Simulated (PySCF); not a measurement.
These are PBE-D3(BJ)/def2-TZVP // CAM-B3LYP-D3(BJ)/def2-TZVP (PySCF) values and carry that method's errors. Isolated molecules, 0 K electronic values unless said otherwise. One relaxed conformer stands for a flexible species; it need not be the lowest. Excitations are Tamm–Dancoff values on a coarser integration grid. The basis has no diffuse functions, so Rydberg states are missing or too high.

Reference species (SMILES): `[NH2][In]([NH2])[NH2]` (neutral, multiplicity 1).

```json
{
  "T1 excitation (TDA)": "3.62 eV",
  "LUMO": "-1.43 eV"
}
```

Changed species: `[NH2][InH2]` (2 of 3 NH2 replaced by H; the reference has 0 of 3 NH2 replaced by H).

Predict the effect on the T1 excitation (TDA) and LUMO.

the T1 excitation (TDA) drops by 0.09 eV, to 3.53 eV; the LUMO drops by 0.33 eV, to -1.76 eV.
